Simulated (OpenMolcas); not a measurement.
## F III: Slater's ratio, worked from levels

```yaml
Program: OpenMolcas
Basis: ANO-RCC-VTZP [4s3p2d1f]
Scalar_Hamiltonian: DKH2, point nucleus
Active_space: 5 electrons in 9 orbitals (RAS2 2s 2p; RAS3 3d, at most 2 electrons)
State_averaging: 2S+1 = 4 odd, 1 root; 2S+1 = 2 odd, 8 roots; 2S+1 = 4 even, 3 roots; 2S+1 = 2 even, 9 roots
Spin-orbit_coupling: state interaction with AMFI integrals over the reference wave functions, term energies averaged over their components
```

Methods: RASSCF; SS-RASPT2, IPEA 0.25 Eh, imaginary shift 0.1 Eh (closed shells correlated: 1s).

**Slater's ratio.** With one set of orbitals, p3 has 2D* - 4S* = 9 F2 and 2P* - 2D* = 6 F2 (F2 = F²/25), a ratio of 2/3. Term energies are centres of gravity, weighted by 2J + 1.

```json
{"Source": "RASSCF", "2D* - 4S*": "36803", "2P* - 4S*": "55079", "F2 from the first": "4089", "Ratio": "0.497"}
{"Source": "SS-RASPT2", "2D* - 4S*": "34872", "2P* - 4S*": "52667", "F2 from the first": "3875", "Ratio": "0.510"}
```

Energies in cm-1. A ratio away from 2/3 shows effects beyond one configuration with one set of orbitals, and in heavier atoms second-order spin-orbit shifts.

Term energies are means over components that CASPT2 splits; among the terms shown or strongly mixed into the levels shown the widest spread is 12 cm-1 (2s2 2p3 2D*, SS-RASPT2). Active for correlation alone: 3d; no level in the range computed is led by a configuration that fills it, so any true level of that kind is missing. Only configurations of the active space appear.

* marks odd parity.
